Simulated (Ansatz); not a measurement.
`CO[SiH2]OC(C)=O` and `C=COC(C)=O` differ in one atom or group.

Ansatz, PBE0-D4/def2-TZVP geometries, multiplicity 1. Each molecule was computed in one conformer, which needn't be the lowest.

```
                                          property  `CO[SiH2]OC(C)=O`
               HOMO–LUMO gap (PBE/def2-TZVPP) / eV               5.34
             LUMO energy (ωB97M-V/def2-TZVPP) / eV               2.24
              HOMO–LUMO gap (PBE0/def2-TZVPP) / eV               8.16
size of the dipole moment (ωB97M-V/def2-TZVPP) / D               2.68
               LUMO energy (B3LYP/def2-TZVPP) / eV              -0.27
               HOMO energy (B3LYP/def2-TZVPP) / eV              -7.88
```

Task: What does the change do to each property? (Best estimate.)

Result: The calculation gave: 
| property | `C=COC(C)=O` | shift |
| --- | --- | --- |
| HOMO–LUMO gap (PBE/def2-TZVPP) / eV | 4.74 | -0.60 |
| LUMO energy (ωB97M-V/def2-TZVPP) / eV | 1.81 | -0.43 |
| HOMO–LUMO gap (PBE0/def2-TZVPP) / eV | 6.98 | -1.18 |
| size of the dipole moment (ωB97M-V/def2-TZVPP) / D | 1.81 | -0.87 |
| LUMO energy (B3LYP/def2-TZVPP) / eV | -0.66 | -0.39 |
| HOMO energy (B3LYP/def2-TZVPP) / eV | -7.15 | 0.73 |

With PBE0 the HOMO rises by 0.76 eV and the LUMO falls by 0.41 eV, so the gap narrows by about 1.17 eV. PBE moves the HOMO by 0.25 eV and ωB97M-V by 0.97 eV. Dipoles are sizes alone; their direction can turn.

B3LYP here is the variant with VWN-RPA as its local correlation; programs differ in this.
